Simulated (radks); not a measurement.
Effect of the nuclear size on the lanthanum ion La3+, [Xe]. Calculated with a radial shooting solver on a logarithmic mesh with Libxc functionals: Dirac Kohn-Sham, BLYP, spin-unpolarised, spherical densities, finite nucleus; Fermi nuclear charge, rms radius 4.855 fm. The rms radius is varied about that value; shifts are against it.

\begin{tabular}{lrrrrrrrrr}
rms radius (fm) & total energy shift (eV) & density at nucleus (e/bohr^3) & 1s1/2 shift (meV) & 2s1/2 shift (meV) & 4p1/2 shift (meV) & 5s1/2 shift (meV) & 5p1/2 shift (meV) & 5p3/2 shift (meV) & 6s1/2 (empty) shift (meV) \\ \hline
4.1316 & -2.59 & 3.634e+05 & -1080 & -131 & 0.394 & -1.02 & 0.098 & 0.120 & -0.213 \\
4.7045 & -0.567 & 3.54e+05 & -236 & -28.6 & 0.086 & -0.224 & 0.021 & 0.026 & -0.047 \\
4.855 & 0 & 3.518e+05 & 0.000 & 0.000 & 0.000 & 0.000 & 0.000 & 0.000 & 0.000 \\
5.1366 & 1.10 & 3.478e+05 & 457 & 55.4 & -0.167 & 0.434 & -0.042 & -0.051 & 0.090 \\
6.0688 & 5.08 & 3.364e+05 & 2110 & 256 & -0.771 & 2.01 & -0.193 & -0.236 & 0.419 \\
\end{tabular}

Slopes of the eigenvalues against <r^2> in GHz/fm^2, as finite differences over the two radii next to the reference (eigenvalue slopes, not the field-shift constants of lines): 1s1/2 39400, 2s1/2 4770, 4p1/2 -14.4, 5s1/2 37.4, 5p1/2 -3.59, 5p3/2 -4.40, 6s1/2 (empty) 7.80.
